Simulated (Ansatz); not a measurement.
The cluster In5Sn5⁻, relaxed as a singlet with RKS PBE-D4/def2-SVP in Ansatz, starting from packed atoms. Force threshold 0.03 eV/Å.

In the def2 sets In, Sn take a core potential; there is no spin–orbit coupling. The structure comes from a short search, and lower isomers may exist.

Start:

Cartesian coordinates in Å:
```
In -1.088 2.370 -1.902
In -2.576 -1.506 -0.882
In 0.349 -2.547 -0.835
In -0.377 0.186 -0.177
In -1.903 0.031 2.257
Sn 1.610 1.844 0.190
Sn 0.522 -1.582 1.858
Sn 0.629 0.233 -2.590
Sn 2.365 -0.771 -0.719
Sn 0.469 1.741 2.799
```

```
         step  energy (eV)  largest force component (eV/Å)  SCF passes
            1  -55037.7715                           3.400          43
            2  -55039.3884                           1.338          42
            3  -55040.0535                           0.580          38
            4  -55040.4483                           0.345          36
            5  -55040.6716                           0.332          30
            6  -55040.7942                           0.325          31
            7  -55040.9068                           0.278          31
            8  -55041.0412                           0.216          29
            9  -55041.1584                           0.272          30
           10  -55041.2443                           0.206          31
           11  -55041.3159                           0.135          32
           13  -55041.3804                           0.123          29
           15  -55041.4015                           0.079          25
           17  -55041.4283                           0.091          25
19 (rejected)  -55041.4413                           0.234          26
           21  -55041.4504                           0.078          25
           23  -55041.4534                           0.125          25
           25  -55041.4560                           0.015          25
           27  -55041.4601                           0.118          25
29 (rejected)  -55041.4567                           0.112          26
           31  -55041.4659                           0.034          25
           33  -55041.4662                           0.005          26
```

Force components are those of the run's own axes.

End:

| atom | x (Å) | y (Å) | z (Å) |
| --- | --- | --- | --- |
| In1 | -0.668 | 2.883 | -2.324 |
| In2 | -2.417 | -2.523 | 0.385 |
| In3 | -0.099 | -2.038 | -1.424 |
| In4 | -1.156 | 0.704 | -0.189 |
| In5 | -2.402 | -0.125 | 2.335 |
| Sn6 | 1.650 | 2.176 | -0.242 |
| Sn7 | 0.300 | -1.762 | 1.672 |
| Sn8 | 1.203 | 0.332 | -2.586 |
| Sn9 | 2.680 | -0.652 | -0.032 |
| Sn10 | 0.909 | 1.005 | 2.405 |

Bonds lost: In4–Sn9 (atoms count from 1). Bonds formed: In2–Sn7 (atoms count from 1). Metal–metal contacts that move far: In4–Sn8 2.62 to 3.38 Å, In3–Sn9 2.69 to 3.40 Å, In2–In4 2.86 to 3.51 Å, In4–Sn7 2.84 to 3.42 Å, Sn7–Sn10 3.45 to 2.93 Å, In5–Sn10 2.97 to 3.50 Å.

The force fell under the threshold at step 24, but the optimiser went on and released 0.011 eV more. No frequencies were taken in this run, so the end may be a saddle point.

It took 5.5 min on 4 threads of Arm Neoverse V1 on a shared host, peak host memory 0.77 GiB.
